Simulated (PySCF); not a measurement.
Si(F)(H)(SMe)2 (C2H7FS2Si), SMILES S(C)[SiH](F)SC. The structure is a stationary point at PBE-D3(BJ)/def2-SVP. The values are those of a single conformer.

Give the equilibrium geometry at PBE-D3(BJ)/def2-SVP (PySCF confirms it by a frequency run) as bond lengths and angles. (An estimate is asked for; the answer gives what the named calculation found.)

This is not unique; one that fits is 
Atoms: Si1 F2 S3 C4 S5 C6 H7 H8 H9 H10 H11 H12 H13. Bonds (Å): Si1–F2 1.639, Si1–S3 2.137, Si1–S5 2.135, Si1–H7 1.504, S3–C4 1.841, C4–H8 1.106, C4–H9 1.106, C4–H10 1.107, S5–C6 1.842, C6–H11 1.107, C6–H12 1.107, C6–H13 1.106. Bond angles (°): F2–Si1–S3 113.0, F2–Si1–S5 105.6, F2–Si1–H7 106.7, S3–Si1–S5 108.0, S3–Si1–H7 108.3, S5–Si1–H7 115.3, Si1–S3–C4 100.6, S3–C4–H8 106.7, S3–C4–H9 110.9, S3–C4–H10 111.4, H8–C4–H9 109.1, H8–C4–H10 108.9, H9–C4–H10 109.9, Si1–S5–C6 98.7, S5–C6–H11 111.3, S5–C6–H12 110.9, S5–C6–H13 106.1, H11–C6–H12 110.0, H11–C6–H13 108.9, H12–C6–H13 109.5.
Charge 0, spin multiplicity 1.
